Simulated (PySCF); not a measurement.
Species: C4H6AlF.
Structure used (PBE0-D3(BJ)/def2-SVP), in Å, numbered top down from 1:
```
atom  x, y, z in Å
C1     2.0133   -0.4046   -0.1912
C2     0.7805   -0.7392   -0.5981
C3    -0.4597   -0.1062   -0.1443
C4    -1.6528   -0.5244   -0.6221
Al5   -0.5533    1.3308    1.1676
F6    -2.0945    1.9104    1.4464
H7     2.1819    0.3948    0.5381
H8     2.8995   -0.9193   -0.5700
H9     0.6725   -1.5501   -1.3327
H10   -1.7283   -1.3397   -1.3554
H11   -2.5976   -0.0733   -0.3016
H12    0.6087    2.0046    1.9986
```

Method used: PySCF, PBE0-D3(BJ)/def2-SVP geometry optimisation, gas phase.

Take the most abundant isotopes and a rigid rotor. The values belong to one conformer with, in the numbering `[CH2:1]=[CH:2][C:3](=[CH2:4])[AlH:5][F:6]`, C1–C2–C3–C4 180°, C2–C3–Al5–F6 177°.

Q: What are A, B and C (MHz)?

A: Ia = 96.70, Ib = 283.42, Ic = 379.99 u·Å²; 505379 MHz·u·Å²/I gives A = 5226, B = 1783, C = 1330 MHz.

Q: What kind of rotor is it?

A: An asymmetric top. Ray's parameter κ = (2B − A − C)/(A − C) = -0.767; −1 is the prolate and +1 the oblate limit.

Q: What does the inertial defect say?

A: Not planar: Δ = Ic − Ia − Ib = -0.13 u·Å². For a rigid frame Δ = −2 Σ m c², so Σ m c² = 0.07 u·Å² lies off the ab plane: 0.01 from hydrogen and 0.05 from heavier atoms. The atom farthest from that plane is 0.11 Å away.

Q: Which lines would a microwave search look for?

A: The dipole components are |μa| = 1.68 D, |μb| = 0.14 D, |μc| = 0.05 D. The squared components, which scale the intensities, stand as 1.00 : 0.01 : 0.00 (a : b : c). Some of the stronger lines:

```csv
type,branch,"J(Ka,Kc)",MHz,lower level (cm⁻¹)
a,Q,"1(1,0) ← 1(1,1)",453,0.219
a,Q,"4(2,2) ← 4(2,3)",605,1.527
a,Q,"2(1,1) ← 2(1,2)",1359,0.411
a,Q,"3(1,2) ← 3(1,3)",2716,0.699
a,R,"1(0,1) ← 0(0,0)",3113,0.000
b,Q,"1(1,0) ← 1(0,1)",3896,0.104
a,Q,"4(1,3) ← 4(1,4)",4514,1.082
a,R,"2(1,2) ← 1(1,1)",5773,0.219
a,R,"2(0,2) ← 1(0,1)",6184,0.104
a,R,"2(1,1) ← 1(1,0)",6679,0.234
a,R,"3(1,3) ← 2(1,2)",8635,0.411
a,R,"3(0,3) ← 2(0,2)",9174,0.310
a,R,"3(2,2) ← 2(2,1)",9339,0.801
a,R,"3(2,1) ← 2(2,0)",9504,0.803
a,R,"3(1,2) ← 2(1,1)",9992,0.457
a,R,"4(1,4) ← 3(1,3)",11469,0.699
a,R,"4(0,4) ← 3(0,3)",12054,0.616
a,R,"4(2,3) ← 3(2,2)",12420,1.113
a,R,"4(3,2) ← 3(3,1)",12529,1.726
a,R,"4(3,1) ← 3(3,0)",12544,1.726
a,R,"4(2,2) ← 3(2,1)",12818,1.120
a,R,"4(1,3) ← 3(1,2)",13267,0.790
b,Q,"4(3,2) ← 4(2,3)",18484,1.527
```

No PBE0-D3(BJ)/def2-SVP frequencies stand behind this structure, so it isn't proved a minimum. These are rigid-rotor constants of the computed structure; measured ground-state constants (B0) also hold zero-point vibration. Quadrupole hyperfine structure (27Al) is left out.

On one thread of an Arm Neoverse V1, no GPU, shared host with 32 logical CPUs at a one-minute load of 40, this took 53 s wall and 0.49 GiB of memory at its peak. That covers the optimisation of the geometry.
